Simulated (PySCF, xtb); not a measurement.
methane (CH4), SMILES C.

GFN2-xTB run with xtb 6.7.1 at its own geometry gives an orbital gap of 17.34 eV and a dipole moment of 0.00 D.

Geometry: PBE-D3(BJ)/def2-TZVPD.

What does CAM-B3LYP/def2-TZVPD (PySCF) give? (Estimate from the structure and the level; the computed values follow.)

gap 13.53 eV (levels -12.47 and 1.05 eV), dipole 0.00 D.
